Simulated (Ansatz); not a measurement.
Input for Ansatz (a program for electronic structure): R-CCSD(T)/cc-pV(Q+d)Z on Cl2 (SMILES ClCl). The basis file is the Basis Set Exchange's JSON of that set.

Ansatz 0.2 input:
```yaml
crystal:
  periodic: [false, false, false]
  atoms:
    - {symbol: Cl, position_ang: [0.00000000, -0.00000000, -1.00672443]}
    - {symbol: Cl, position_ang: [-0.00000000, 0.00000000, 1.00672443]}
basis:
  gaussian:
    orbitals: cc-pV_Q+d_Z.json
magnetization: {spin_polarized: false}
correlation: {method: ccsd_t, electrons: outside_noble_gas}
scf: {lower_state_search: off}
```

### Question
What total energy does the run end on?

### Answer
-919.4793 hartree (reference determinant -919.0082, T1 diagnostic 0.009).

### Question
How many basis functions does it have, and what does it roughly cost on one machine?

### Answer
128 functions; roughly 10 core-seconds.
